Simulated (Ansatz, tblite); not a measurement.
Isomers of Na₆Cd⁺ (doublet), found by a short tight-binding search and relaxed with PBE/def2-SVP in Ansatz.

In the def2 sets Cd takes a core potential; there is no spin–orbit coupling. The xTB rows come from tblite. LC-ωPBE has ω = 0.4 bohr⁻¹. HSE06 is defined as in plane-wave codes, on full-range PBE exchange.

Run but left out: HF/STO-3G, HF/def2-SVP, HF/def2-TZVP, MP2/def2-SVP, MP2/def2-TZVP (A: ⟨S²⟩ 1.20 to 1.44, where a pure state has 0.75); CCSD/def2-SVP, CCSD(T)/def2-SVP (B: ⟨S²⟩ 1.61, where a pure state has 0.75).

B: At r2SCAN/def2-TZVP, LC-ωPBE/def2-TZVP the charge 1 doublet is spin-contaminated (final ⟨S²⟩ up to 0.92, 0.75 for a pure state).

Other spin states weren't relaxed.

A:

```xyz
7

Cd    0.4544    0.1829    1.1816
Na    2.5299    2.1946    0.3866
Na    0.9328   -2.5774   -0.3334
Na   -1.4157   -1.7450    2.5130
Na    0.7758    0.4242   -2.3807
Na   -1.1783    2.4782   -0.3050
Na   -2.0989   -0.9574   -1.0621
```

B:

```xyz
7

Cd   -1.841   -4.267   -3.964
Na    2.994    1.242    2.051
Na    2.540   -1.511   -0.374
Na   -0.080    0.643    0.453
Na   -0.077    3.376    2.634
Na   -0.559   -2.063   -1.826
Na   -2.977    2.582    1.027
```

C:

```
atom   x (Å)   y (Å)   z (Å)
 Cd1  -0.634  -0.343   1.745
 Na2  -1.881  -2.140  -0.411
 Na3   1.501   2.287   1.424
 Na4  -1.805   1.608  -0.429
 Na5  -1.172  -0.268  -3.400
 Na6   2.586  -1.027   2.103
 Na7   1.406  -0.116  -1.032
```

D:

```xyz
7

Cd   -0.627    1.502    0.935
Na    1.426   -0.656    1.922
Na   -2.277   -1.034    1.360
Na    0.294   -0.704   -1.573
Na    2.203    2.054   -0.842
Na   -1.075    2.424   -2.194
Na    0.055   -3.587    0.392
```

Question: Estimate which lies lowest at each level, and how far above it the others are (kJ/mol).

Answer: 
```
            level     A     B     C     D
         GFN2-xTB  51.0   0.0  17.5  19.0
     PBE/def2-SVP   0.0  63.7  10.3  10.3
    PBE/def2-TZVP   0.0  65.1  10.6  10.8
   BLYP/def2-TZVP   0.0  30.8   6.2   6.4
 r2SCAN/def2-TZVP   0.0  92.5  17.4  17.1
    PBE0/def2-SVP   0.0  65.7  11.2  11.2
   PBE0/def2-TZVP   0.0  67.7  11.4  11.4
  HSE06/def2-TZVP   0.0  67.8  11.9  11.9
LC-ωPBE/def2-TZVP   0.0  71.4  13.0  12.7
```
Point groups (tolerance 0.1 Å): A C2, B not assigned, C not assigned, D not assigned. C and D have the same bonds, so they are conformers or stereoisomers. Lower isomers may exist.
